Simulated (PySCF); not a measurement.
**The electron affinity along group 8**

Calculated with PySCF 2.14 from differences of total energies of unrestricted determinants, without spin-orbit coupling. Values in eV. The last column holds reference values (measured affinities from photodetachment; the arrow runs from anion to atom). Unmarked ones compare directly (S terms, centres of terms, or small fine structure); those marked * lie between the lowest fine-structure levels and include a spin-orbit shift.

| element | configurations | UHF | SCS-MP2 (valence) | PBE | PBE0 | MP2 (valence and next inner shell) | SCS-MP2 (valence and next inner shell) | reference |
| --- | --- | --- | --- | --- | --- | --- | --- | --- |
| Fe (aug-cc-pwCVTZ, non-relativistic) | [Ar] 3d7 4s2 → [Ar] 3d6 4s2 | -2.008 | 0.011 | 1.133 | 0.452 | 0.350 | 0.244 | 0.153 * |
| Ru (aug-cc-pwCVTZ-PP with ECP28MDF, ECP) | [Kr] 4d7 5s2 → [Kr] 4d7 5s1 | -0.137 | 0.660 | 1.001 | 0.786 | 0.613 | 0.678 | 1.046 * |
| Os (aug-cc-pwCVTZ-PP with ECP60MDF, ECP) | [Xe] 4f14 5d7 6s2 → [Xe] 4f14 5d6 6s2 | -0.626 | 0.793 | 1.254 | 0.969 | 0.556 | 0.558 | 1.078 * |

The highest occupied level of the anion is positive for Fe⁻ at UHF, PBE, PBE0; Ru⁻ at UHF, PBE, PBE0; Os⁻ at PBE, PBE0, so there the basis helps to hold the electron.

"Valence" correlates the outer s and p shells and, in groups 3 to 12 and the f block, the outer d or f shell, open or full, or the next shell where the ion has no valence electron left; the wider scheme adds the next inner shell.
